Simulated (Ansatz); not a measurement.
One geometry of the cluster Ga₂Se₄⁻, several levels of theory.

```yaml
crystal:
  periodic: [false, false, false]
  atoms:
    - {symbol: Ga, position_ang: [-0.025518, -2.552704, -1.661936]}
    - {symbol: Ga, position_ang: [-0.042185, -0.166178, 0.213227]}
    - {symbol: Se, position_ang: [-0.169691, 0.026252, -2.095009]}
    - {symbol: Se, position_ang: [0.461760, 1.540038, 1.853147]}
    - {symbol: Se, position_ang: [-0.274903, -2.375653, 0.936350]}
    - {symbol: Se, position_ang: [0.050536, 3.528245, 0.754211]}
basis:
  gaussian: {orbitals: def2-SVP, initial_orbitals: start.molden}
total_charge: -1
magnetization: {spin_polarized: true, initial_magnetization: 1}
hamiltonian: {xc: {name: PBE-QIDH}}
scf: {omitted_lower_state_checks: [starts]}
```

The file start.molden holds the orbitals of an earlier run on this structure, at another level or in another basis.

```sh
$ ansatz run in.yaml --threads 4 --pin off --events-out ev --progress --plain --max-ram 4787MiB
```

Output, abridged:

```
Functional definition: PBE-QIDH
1866 factors; integrals over basis functions are off by at most 6.8e-4 eV
mean field evaluation 1: about -366003.0841 eV, gradient 1.3e1 eV
mean field evaluation 2: about -366003.6985 eV, gradient 8.1e-1 eV
mean field evaluation 4: about -366003.7733 eV, gradient 2.9e-1 eV
mean field evaluation 8: about -366003.7743 eV, gradient 1.6e-4 eV
mean field -366003.77433131 eV, -13450.3906204070 hartree, gradient 3.0e-6 eV, S^2 0.757162; 0 other end points of the search recorded, 0 dependent functions left out
54 core orbitals not correlated: weight in the atoms' cores, before any rotation towards them, 1.000 or more for the frozen orbitals, at most 0.000 for the correlated occupied ones
reference -366003.77434281 eV, -13450.3906208297 hartree; 46, 45 occupied and 92, 93 virtual orbitals, 1866 factors
second order -40.51879770 eV of doubles, -0.00000000 eV of singles
Total energy: -366017.28060871 eV, -13450.8869669466 hartree
Checks for a lower state left out: starts
```

Run time 15 s (4 threads of Intel Xeon 6975P-C on a shared host), peak host memory 1.7 GiB.

As the first input, with `hamiltonian: {xc: {name: r2SCAN0}, dispersion: d4}`, `output: {orbitals: {seedname: orbitals}}` (abridged; 15 s):

```
Functional definition: r2SCAN0
mean field -366113.54317418 eV, -13454.4245509784 hartree, gradient 1.8e-5 eV, S^2 0.754484
Total energy: -366113.66205593 eV, -13454.4289198021 hartree
Checks for a lower state left out: starts
```

Geometry: PBE-D4/def2-SVPD.

Correlated methods freeze 54 core orbitals; core or outer-core shells of Ga, Se are correlated, in sets that lack core-valence functions. Another isomer (doublet) lies 1.18 eV lower at PBE0-D4/def2-SVP; other spin states weren't run for this one.
